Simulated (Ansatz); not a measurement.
`[SiH3]C1=COBN1` from Hartree–Fock to CCSD(T)

```
atom   x (Å)   y (Å)   z (Å)
 Si1   0.025   0.641  -1.853
  C2  -0.028   0.114  -0.081
  C3  -0.414   0.865   0.970
  O4  -0.337   0.181   2.141
  B5   0.127  -1.093   1.843
  N6   0.322  -1.138   0.447
  H7  -0.435   2.050  -1.914
  H8   1.405   0.534  -2.399
  H9  -0.857  -0.217  -2.689
 H10  -0.760   1.886   1.008
 H11   0.303  -1.935   2.659
 H12   0.648  -1.888  -0.134
```

Total charge 0; spin multiplicity 1. Geometry: relaxed with PBE0-D4/def2-TZVP. Frozen core, restricted reference, Ansatz 0.2.0. CBS rows extrapolate triple and quadruple zeta; past MP2 they add the triple-zeta difference.

| basis | HF (Eh) | MP2 corr. | CCSD corr. | (T) | CCSD(T) total |
| --- | --- | --- | --- | --- | --- |
| def2-TZVPP | -522.32646 | -0.97291 | -1.00990 | -0.04565 | -523.38201 |
| def2-QZVPP | -522.34623 | -1.04178 | – | – | – |
| CBS(def2) | -522.34896 | -1.09279 | -1.12978 | as TZ | -523.52439 |
